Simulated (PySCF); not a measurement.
Screening by computed properties: pick the candidate that meets the target.

All species are isolated and taken at one optimised geometry, non-relativistic unless stated; the electronic structure was computed with PySCF and density fitting.

Dipoles, sizes and rotational constants follow the conformer. The torsions of the flexible species, by atom-mapped SMILES:
- `[CH3:1][C:2](=[O:3])[SiH:4]([SiH3:5])[SiH3:6]`: C1–C2–Si4–Si5 -122°
- `[SiH3:1][SiH2:2][CH:3]1[CH2:4][CH2:5][CH2:6]1`: Si1–Si2–C3–C4 -67°

The conformers of `C=[CH][AlH][CH]1CCCC1` aren't listed.

**Question.** Wanted: HOMO energy between -12 eV and -8.8 eV (CAM-B3LYP/def2-SVPD) and static isotropic polarisability above 70 au (CAM-B3LYP/def2-SVPD), at PBE0-D3(BJ)/def2-SVP geometries. Which candidate meets both?
A. `[O]=[V]([F])([F])[F]`
B. `[Cl][AlH2]`
C. `[Li][SH]`
D. `C1CC[CH](C1)[AlH][CH]=C`
E. `[SiH3][SiH2]C1CCC1`
F. `CC(=O)[SiH]([SiH3])[SiH3]`

**Answer.** E. Computed values:
```
                  species  HOMO energy  static isotropic polarisability
     [O]=[V]([F])([F])[F]    -13.16 eV                          34.6 au
               [Cl][AlH2]     -9.99 eV                          42.1 au
       [SiH3][SiH2]C1CCC1     -8.96 eV                         104.4 au
  C1CC[CH](C1)[AlH][CH]=C     -8.57 eV                         109.4 au
CC(=O)[SiH]([SiH3])[SiH3]     -8.34 eV                         118.6 au
                 [Li][SH]     -6.99 eV                          38.7 au
```

**Question.** Wanted: electronic spatial extent ⟨r²⟩ about the centre of nuclear charge between 1000 bohr² and 1300 bohr² (CAM-B3LYP/def2-SVPD) and HOMO–LUMO gap above 7 eV (CAM-B3LYP/def2-SVPD), at PBE0-D3(BJ)/def2-SVP geometries. Which candidate meets both?
A. `[SiH3][SiH2]C1CCC1`
B. `[H][Al]([H])[Cl]`
C. `[SiH3][SiH](C(C)=O)[SiH3]`
D. `[Li][SH]`

**Answer.** A. Computed values:
```
                  species  electronic spatial extent ⟨r²⟩ about the centre of nuclear charge  HOMO–LUMO gap
                 [Li][SH]                                                           79 bohr²        5.99 eV
         [H][Al]([H])[Cl]                                                          217 bohr²        9.23 eV
       [SiH3][SiH2]C1CCC1                                                         1265 bohr²       10.10 eV
[SiH3][SiH](C(C)=O)[SiH3]                                                         1411 bohr²        8.15 eV
```

**Question.** Wanted: vertical ionisation energy below 8.6 eV (ΔSCF CAM-B3LYP/def2-SVPD) and lowest triplet excitation (Tamm–Dancoff) below 3.6 eV (TDA CAM-B3LYP/def2-SVPD), at PBE0-D3(BJ)/def2-SVP geometries. Which candidate meets both?
A. `[SiH2]([SiH3])C1CCC1`
B. `[Li][SH]`
C. `C=[CH][AlH][CH]1CCCC1`
D. `[SiH]([SiH3])(C(=O)C)[SiH3]`

**Answer.** B. Computed values:
```
                    species  vertical ionisation energy  lowest triplet excitation (Tamm–Dancoff)
                   [Li][SH]                     8.19 eV                                   3.30 eV
[SiH]([SiH3])(C(=O)C)[SiH3]                     8.92 eV                                   2.99 eV
      C=[CH][AlH][CH]1CCCC1                     9.14 eV                                   3.96 eV
       [SiH2]([SiH3])C1CCC1                     9.58 eV                                   6.29 eV
```

**Question.** Wanted: dipole moment between 1.3 D and 5 D (CAM-B3LYP/def2-SVPD) and smallest rotational constant above 0.95 GHz (PBE0-D3(BJ)/def2-SVP), at PBE0-D3(BJ)/def2-SVP geometries. Which candidate meets both?
A. `[H][Al]([H])[Cl]`
B. `[Li][SH]`
C. `[SiH3][SiH2]C1CCC1`
D. `[SiH3][SiH](C(C)=O)[SiH3]`

**Answer.** A. Computed values:
```
                  species  dipole moment  smallest rotational constant
       [SiH3][SiH2]C1CCC1         1.07 D                     0.983 GHz
         [H][Al]([H])[Cl]         1.44 D                     6.409 GHz
[SiH3][SiH](C(C)=O)[SiH3]         2.53 D                     0.920 GHz
                 [Li][SH]         7.05 D                    17.770 GHz
```
